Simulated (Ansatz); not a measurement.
CH5NSeSi (`[SiH3]/N=C\[SeH]`), relaxed with RKS PBE-D4/def2-SVP in Ansatz from a rough embedded geometry. The force threshold is 0.03 eV/Å; the program also tests the step.

Total charge 0; spin multiplicity 1.

Start:

```xyz
9

Si   -0.163    0.506    1.269
N    -0.884   -0.644    0.170
C    -0.352   -1.048   -0.918
Se    1.347   -0.364   -1.592
H    -1.047    0.686    2.479
H     1.154   -0.054    1.808
H     0.101    1.807    0.652
H    -0.918   -1.672   -1.571
H     0.763    0.783   -2.297
```

**Question.** How much energy does the relaxation release, and in how many steps? (An estimate is asked.)

**Answer.** Computed: 10.56 kcal/mol, in 14 steps, 1 of them rejected.

**Question.** Which bonds change most? (Best estimate.)

**Answer.** The calculation gave: C3–H8 from 1.066 to 1.114 Å; Si1–H7 from 1.464 to 1.509 Å; Si1–H6 from 1.529 to 1.508 Å; Se4–H9 from 1.467 to 1.486 Å.

**Question.** Give the relaxed structure. (Best estimate.)

**Answer.** Ansatz gave: 
```xyz
9

Si   -0.178    0.476    1.534
N    -0.803   -0.508    0.212
C    -0.374   -0.657   -0.968
Se    1.205    0.195   -1.750
H    -1.119    0.375    2.695
H     1.183   -0.025    1.948
H    -0.060    1.919    1.108
H    -0.883   -1.324   -1.701
H     1.029   -0.452   -3.077
```
